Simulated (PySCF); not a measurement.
Coordinates in bohr (charge 1 multiplicity 1):
```
Hf    0.0000    0.0000   -1.1663
I     4.6417    0.0000    0.5451
I    -2.3208    4.0198    0.5451
I    -2.3209   -4.0198    0.5451
```

Level of theory: PBE0 in PySCF with Hf def2-SVP with ECP60, I def2-SVP with ECP28; scalar-relativistic core potentials, no spin–orbit coupling; density-fitted integrals.

This geometry of [HfI3]+ is a stationary point at this level.

(1) What is the point group?

(2) Is it a minimum?

(3) Give the atomic charges and bond orders.

(4) Give the ideal-gas entropy at 298.15 K and 1 bar by parts.

Answers

(1) C3v.

(2) Yes: all harmonic wavenumbers are real, though the softest, 52 cm⁻¹, leaves little margin.

(3) 
```tsv
atom	Mulliken	Löwdin	polar tensor	Mayer order to Hf1
Hf1	0.86	-0.38	1.79	–
I2,3,4	0.05	0.46	-0.26	1.57
```

(4) translation 187.8, rotation 130.8, vibration 81.8, spin 0.0; total 400.5 J/(mol K).

Stability towards spin polarisation was not tested. Other isomers or separated fragments may lie lower. Spin–orbit coupling, left out here, can matter for elements this heavy.
